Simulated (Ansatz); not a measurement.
`N[SiH2]CCl` and `N[SiH2]CO` differ in one atom or group.

Ansatz, PBE0-D4/def2-TZVP geometries, multiplicity 1. Each molecule was computed in one conformer, which needn't be the lowest.

```json
{"property": "HOMO energy (ωB97M-V/def2-TZVPP) / eV", "`N[SiH2]CCl`": "-9.77"}
{"property": "size of the dipole moment (PBE/def2-TZVPP) / D", "`N[SiH2]CCl`": "1.57"}
{"property": "LUMO energy (ωB97M-V/def2-TZVPP) / eV", "`N[SiH2]CCl`": "1.98"}
{"property": "size of the dipole moment (B3LYP/def2-TZVPP) / D", "`N[SiH2]CCl`": "1.61"}
{"property": "LUMO energy (B3LYP/def2-TZVPP) / eV", "`N[SiH2]CCl`": "0.08"}
{"property": "LUMO energy (PBE/def2-TZVPP) / eV", "`N[SiH2]CCl`": "-0.64"}
```

(1) Give the same properties after the change, and the shifts. (An estimate is asked.)

Answers

(1) Ansatz gave: 
| property | `N[SiH2]CO` | shift |
| --- | --- | --- |
| HOMO energy (ωB97M-V/def2-TZVPP) / eV | -9.66 | 0.11 |
| size of the dipole moment (PBE/def2-TZVPP) / D | 2.50 | 0.93 |
| LUMO energy (ωB97M-V/def2-TZVPP) / eV | 1.75 | -0.23 |
| size of the dipole moment (B3LYP/def2-TZVPP) / D | 2.61 | 1.00 |
| LUMO energy (B3LYP/def2-TZVPP) / eV | -0.05 | -0.13 |
| LUMO energy (PBE/def2-TZVPP) / eV | -0.59 | 0.05 |

With PBE0 the HOMO rises by 0.14 eV and the LUMO falls by 0.09 eV, so the gap narrows by about 0.23 eV. PBE moves the HOMO by 0.27 eV and ωB97M-V by 0.11 eV. The zero-point energy changes by 37.2 kJ/mol with +3 modes. Dipoles are sizes alone; their direction can turn.

B3LYP here is the variant with VWN-RPA as its local correlation; programs differ in this.
